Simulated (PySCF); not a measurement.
CClF2, SMILES [C](F)(F)Cl (connectivity only; charge and spin as stated), charge +1, multiplicity 1.

Coordinates come from a ωB97X-D3(BJ)/def2-TZVP optimisation. The spin state was assumed, not searched. The isomer is the one that the SMILES or the coordinates give; other isomers of the formula were not compared.

Two levels are set side by side: TDA-PBE/def2-SVPD (PySCF) and TDA-ωB97X/def2-SVPD (PySCF). Vertical, same geometry. The lowest singlet is HOMO→LUMO 100 % with PBE and HOMO→LUMO 100 % with the other functional; states are paired by order. Differences are taken from unrounded values.

```csv
quantity,TDA-ωB97X
lowest singlet excitation (eV),5.66
lowest triplet excitation (TDA) (eV),5.40
first bright state (f over 0.05) (eV),7.65
its oscillator strength,0.21
```

**Question.** What does TDA-PBE give, and how far is it from TDA-ωB97X? (The exact figures need the calculation; the answer reports its results.)

**Answer.** 
```
quantity                               TDA-PBE  TDA-PBE minus TDA-ωB97X
-------------------------------------  -------  -----------------------
lowest singlet excitation (eV)            4.97                    -0.69
lowest triplet excitation (TDA) (eV)      4.67                    -0.73
first bright state (f over 0.05) (eV)     7.40                    -0.25
its oscillator strength                   0.20                    -0.01
```

Functionals without exact exchange tend to place singlet excitations lower, as here. Differences between two approximate levels are no errors against the true value.

Rough cost on one machine, each run with all the roots and properties that it gave: TDA-ωB97X against TDA-PBE about 3 times.
